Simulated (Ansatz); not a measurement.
`CC(F)(F)C(F)(F)C(F)(F)C(F)(F)C(F)(F)C(F)(F)C(F)(F)C(F)(F)C(F)(F)C(F)(F)C(F)(F)C(C)(F)F` was relaxed with PBE-D4 (def2-SVP) in Ansatz in these states: charge -1 doublet, neutral singlet. The geometries follow in no particular order.

Single mean-field runs in def2-SVP are fitted with def2-universal-jkfit.

A:

```xyz
44

C     2.122   -5.505   -4.069
C     1.466   -5.279   -2.727
F     0.185   -5.757   -2.757
F     2.131   -5.957   -1.740
C     1.350   -3.781   -2.272
F     0.397   -3.691   -1.313
F     0.956   -3.043   -3.348
C     2.660   -3.162   -1.689
F     3.700   -3.477   -2.517
F     2.904   -3.688   -0.472
C     2.706   -1.590   -1.570
F     3.893   -1.305   -0.976
F     2.703   -1.066   -2.815
C     1.563   -0.922   -0.733
F     1.347   -1.653    0.388
F     0.438   -0.909   -1.488
C     1.904    0.543   -0.297
F     2.817    0.507    0.696
F     2.437    1.195   -1.363
C     0.691    1.437    0.174
F     1.246    2.607    0.580
F    -0.103    1.673   -0.894
C    -0.177    0.866    1.339
F    -0.942   -0.141    0.860
F     0.654    0.373    2.292
C    -1.111    1.892    2.092
F    -1.821    1.145    2.974
F    -0.322    2.753    2.772
C    -2.107    2.704    1.208
F    -2.675    1.853    0.313
F    -1.412    3.649    0.532
C    -3.301    3.405    1.951
F    -4.145    2.448    2.411
F    -3.951    4.116    0.985
C    -2.975    4.379    3.121
C    -4.181    5.166    3.581
F    -1.982    5.222    2.705
F    -2.482    3.633    4.157
H     1.553   -4.979   -4.856
H     3.165   -5.142   -4.063
H     2.110   -6.593   -4.271
H    -4.982    4.473    3.899
H    -3.875    5.793    4.438
H    -4.553    5.808    2.763
```

B:

```xyz
44

C     0.831    1.473   -6.929
C    -0.353    1.140   -6.063
F    -1.282    2.171   -6.089
F    -1.010    0.033   -6.548
C     0.002    0.882   -4.564
F    -1.229    0.892   -3.876
F     0.689    1.986   -4.122
C     0.762   -0.362   -4.263
F     2.223   -0.571   -5.630
F     0.070   -1.494   -4.549
C     1.624   -0.494   -3.061
F     2.245   -1.723   -3.068
F     2.569    0.489   -2.988
C     0.868   -0.448   -1.674
F    -0.240   -1.244   -1.746
F     0.468    0.835   -1.438
C     1.671   -0.929   -0.426
F     1.782   -2.281   -0.444
F     2.922   -0.388   -0.455
C     1.107   -0.533    0.987
F     1.905   -1.145    1.917
F     1.223    0.807    1.153
C    -0.365   -0.941    1.298
F    -1.216   -0.149    0.611
F    -0.558   -2.233    0.926
C    -0.796   -0.893    2.817
F    -2.127   -1.178    2.823
F    -0.142   -1.866    3.492
C    -0.589    0.458    3.571
F    -0.979    1.478    2.765
F     0.724    0.602    3.864
C    -1.401    0.645    4.904
F    -2.719    0.767    4.606
F    -0.975    1.839    5.417
C    -1.255   -0.421    6.030
C    -1.887    0.024    7.332
F     0.076   -0.675    6.213
F    -1.847   -1.577    5.602
H     1.260    2.438   -6.600
H     1.581    0.657   -6.759
H     0.489    1.554   -7.980
H    -2.958    0.246    7.170
H    -1.787   -0.801    8.062
H    -1.377    0.927    7.713
```

Task: Judge from the bond lengths which geometry belongs to which state (an estimate).

Result: A is the neutral singlet (C8–F9 1.366 Å, C8–C11 1.577 Å, C5–C8 1.562 Å); B is the charge -1 doublet (C8–F9 2.012 Å, C8–C11 1.485 Å, C5–C8 1.488 Å).

At PBE-D4/def2-SVP the highest occupied level of the relaxed charge -1 doublet lies above zero (up to 0.78 eV). By energy differences it is unbound by 0.21 eV (each at its own geometry, against the charge 0 singlet, at PBE-D4/def2-SVP) and held by the finite basis. The charge -1 doublet has come apart into loosely held pieces.
